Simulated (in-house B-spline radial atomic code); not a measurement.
RPA and G0W0 on SCAN: the gallium ion Ga⁺

Configuration [Ar] 3d10 4s2, mean-field start SCAN. Computed with an all-electron radial atomic-structure program (B-spline basis): all electrons, non-relativistic, point nucleus, each spin shell either full or empty, empty states to l = 9 with an (l + 1/2)⁻⁴ tail; G0W0 by contour deformation at full frequency.

Command:
```bash
python run_gw.py task.json out
```
Settings (radii: box in bohr, nucleus in fm):
```
Z                        31
electrons                30
configuration            [Ar] 3d10 4s2
hamiltonian              nr
method                   scan,scan
lmax                     9
spin_polarised           False
box_radius               23.78
intervals                53
ion_configuration        [Ar] 3d10 4s1
```

Run time, properties included: 5.9 s on 1 thread of Arm Neoverse N1 (shared host).

Energies (hartree):

```tsv
term	value
mean-field total	-1924.79094
Hartree-Fock functional on these orbitals	-1923.03192
direct second order	-2.7378
second-order exchange	0.78465
SOSEX correction	0.69284
```

(1) What is the RPA correlation energy, and what remains with SOSEX?

Quasi-particle levels (eV):

```csv
level,occupied,mean field,Σx - vxc,Σc,QP weight,G0W0
4s,yes,-16.405,-2.38,?,?,?
4p,no,-8.805,4.37,-1.33,0.935,-5.758
```

G0W0 = mean field + (Σx - vxc) + Σc, with Σc (partial-wave tail included) taken at the quasi-particle energy. Only the outer levels were computed. Levels of low weight are left out.

(2) Where does G0W0 put 4s?

(3) What does it cost to remove one electron (to [Ar] 3d10 4s1) by differences of total energies, each species on its own start (correlation terms add to the Hartree-Fock functional)?

Results:

(1) RPA gives -2.244 hartree (-2.04 eV per electron); RPA + SOSEX gives -1.5512, and the second-order doubles -1.9531 hartree (no singles). SOSEX takes back 31 % of the RPA value.

(2) At -20.485 eV, with Σc = -1.70 eV and a quasi-particle weight of 0.930. The tabulated removal energy is 20.515 eV (NIST, measured); the calculation leaves out relativity, Breit and QED terms, and what these don't explain is the method's own error.

(3) SCAN 20.248 eV, Hartree-Fock functional 18.275 eV, + RPA 20.520 eV, + RPA + SOSEX 19.990 eV, + second order 21.298 eV. Tabulated: 20.515 eV (NIST, measured); the calculation leaves out relativity, Breit and QED terms, and what these don't explain is the method's own error.
